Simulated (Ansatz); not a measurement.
Ansatz (a first-principles code) input for SeF4, SMILES F[Se](F)(F)F, PBE-D3(BJ)/def2-SVP. 

Ansatz 0.2 input:
```yaml
crystal:
  periodic: [false, false, false]
  atoms:
    - {symbol: Se, position_ang: [-0.00000000, -0.00000000, -0.32647046]}
    - {symbol: F, position_ang: [-0.00000001, 1.78220142, -0.16270546]}
    - {symbol: F, position_ang: [1.32413119, 0.00000001, 0.77937188]}
    - {symbol: F, position_ang: [0.00000000, -1.78220142, -0.16270545]}
    - {symbol: F, position_ang: [-1.32413118, -0.00000000, 0.77937188]}
basis:
  gaussian:
    orbitals: def2-SVP
hamiltonian:
  xc: pbe
  dispersion: d3bj
relax: {f_tol: 0.002, max_steps: 200}
```

It prints:

```
Functional definition: PBE
integrals: 0.04 GiB planned
938 factors; their error is unknown
mean field: 0.20 GiB planned
mean field evaluation 1: about -76171.8058 eV, gradient 6.9e1 eV
mean field evaluation 2: about -76124.5901 eV, gradient 1.8e2 eV
mean field evaluation 4: about -76179.4648 eV, gradient 1.2e1 eV
mean field evaluation 8: about -76179.5742 eV, gradient 1.3e-1 eV
mean field evaluation 16: about -76179.5742 eV, gradient 1.9e-5 eV
mean field -76179.57420146 eV, -2799.5477155335 hartree, gradient 1.8e-5 eV, S^2 0.000000; 0 other end points of the search recorded, 0 dependent functions left out
the calculation of the forces begins
reference -76179.57421630 eV, -2799.5477160789 hartree; 35, 35 occupied and 53, 53 virtual orbitals, 938 factors
relax step   1: F+E_penalty+E_count = -76179.64628140 eV  Δ(F+E_penalty+E_count) = +0.000e0 eV  max|allowed force component| = 6.455e-1 eV/Å  Δτ_max = 0.0000 Å  (28 SCF iters, accepted)
these checks for a lower state are left out or cut short: starts, cluster_reference, orbital_swaps, neighbouring_geometries, increment
integrals: 0.04 GiB planned
938 factors; their error is unknown
mean field: 0.20 GiB planned
mean field -76179.59167816 eV, -2799.5483577906 hartree, gradient 3.5e-5 eV, S^2 0.000000; 0 other end points of the search recorded, 0 dependent functions left out
the calculation of the forces begins
reference -76179.59169297 eV, -2799.5483583349 hartree; 35, 35 occupied and 53, 53 virtual orbitals, 938 factors
relax step   2: F+E_penalty+E_count = -76179.66356885 eV  Δ(F+E_penalty+E_count) = -1.729e-2 eV  max|allowed force component| = 3.553e-1 eV/Å  Δτ_max = 0.0149 Å  (26 SCF iters, accepted)
these checks for a lower state are left out or cut short: starts, cluster_reference, orbital_swaps, neighbouring_geometries, increment
integrals: 0.04 GiB planned
938 factors; their error is unknown
mean field: 0.20 GiB planned
mean field -76179.59719599 eV, -2799.5485605670 hartree, gradient 3.3e-5 eV, S^2 0.000000; 0 other end points of the search recorded, 0 dependent functions left out
the calculation of the forces begins
reference -76179.59721074 eV, -2799.5485611091 hartree; 35, 35 occupied and 53, 53 virtual orbitals, 938 factors
relax step   3: F+E_penalty+E_count = -76179.66893354 eV  Δ(F+E_penalty+E_count) = -5.365e-3 eV  max|allowed force component| = 1.057e-2 eV/Å  Δτ_max = 0.0145 Å  (26 SCF iters, accepted)
these checks for a lower state are left out or cut short: starts, cluster_reference, orbital_swaps, neighbouring_geometries, increment
integrals: 0.04 GiB planned
938 factors; their error is unknown
mean field: 0.20 GiB planned
mean field evaluation 32: about -76179.5973 eV, gradient 2.1e-4 eV
mean field -76179.59726346 eV, -2799.5485630466 hartree, gradient 1.2e-5 eV, S^2 0.000000; 0 other end points of the search recorded, 0 dependent functions left out
the calculation of the forces begins
reference -76179.59727821 eV, -2799.5485635886 hartree; 35, 35 occupied and 53, 53 virtual orbitals, 938 factors
relax step   4: F+E_penalty+E_count = -76179.66899457 eV  Δ(F+E_penalty+E_count) = -6.103e-5 eV  max|allowed force component| = 8.567e-3 eV/Å  Δτ_max = 0.0025 Å  (24 SCF iters, accepted)
these checks for a lower state are left out or cut short: starts, cluster_reference, orbital_swaps, neighbouring_geometries, increment
integrals: 0.04 GiB planned
938 factors; their error is unknown
mean field: 0.20 GiB planned
mean field -76179.59723457 eV, -2799.5485619849 hartree, gradient 3.2e-5 eV, S^2 0.000000; 0 other end points of the search recorded, 0 dependent functions left out
the calculation of the forces begins
reference -76179.59724933 eV, -2799.5485625272 hartree; 35, 35 occupied and 53, 53 virtual orbitals, 938 factors
relax step   5: F+E_penalty+E_count = -76179.66897084 eV  Δ(F+E_penalty+E_count) = +2.373e-5 eV  max|allowed force component| = 1.970e-2 eV/Å  Δτ_max = 0.0057 Å  (27 SCF iters, rejected (line search))
these checks for a lower state are left out or cut short: starts, cluster_reference, orbital_swaps, neighbouring_geometries, increment
integrals: 0.04 GiB planned
938 factors; their error is unknown
mean field: 0.20 GiB planned
mean field -76179.59728582 eV, -2799.5485638682 hartree, gradient 1.6e-5 eV, S^2 0.000000; 0 other end points of the search recorded, 0 dependent functions left out
the calculation of the forces begins
reference -76179.59730057 eV, -2799.5485644103 hartree; 35, 35 occupied and 53, 53 virtual orbitals, 938 factors
relax step   6: F+E_penalty+E_count = -76179.66901981 eV  Δ(F+E_penalty+E_count) = -2.524e-5 eV  max|allowed force component| = 4.930e-4 eV/Å  Δτ_max = 0.0028 Å  (23 SCF iters, accepted)
integrals: 0.04 GiB planned
938 factors; their error is unknown
mean field: 0.20 GiB planned
mean field evaluation 64: about -76179.5973 eV, gradient 2.5e-4 eV
mean field -76179.59728582 eV, -2799.5485638682 hartree, gradient 1.6e-5 eV, S^2 0.000000; 1 other end points of the search recorded, 0 dependent functions left out
the calculation of the forces begins
reference -76179.59730057 eV, -2799.5485644103 hartree; 35, 35 occupied and 53, 53 virtual orbitals, 938 factors
Total energy: -76179.66903457 eV, -2799.5512005861 hartree
Atom 0 at    -0.000000     0.000000    -0.321318 Å, force     0.000000    -0.000000    -0.000254 eV/Å
Atom 1 at    -0.000000     1.802948    -0.188588 Å, force     0.000000     0.000059    -0.000366 eV/Å
Atom 2 at     1.334654    -0.000000     0.802678 Å, force    -0.000419     0.000000     0.000493 eV/Å
Atom 3 at     0.000000    -1.802948    -0.188588 Å, force     0.000000    -0.000059    -0.000366 eV/Å
Atom 4 at    -1.334654     0.000000     0.802678 Å, force     0.000419    -0.000000     0.000493 eV/Å
Dipole moment:    -0.000000    -0.000000    -0.378083 e Å
```

The calculation finished and met its thresholds.

Cost: around 16 core-seconds (rough).
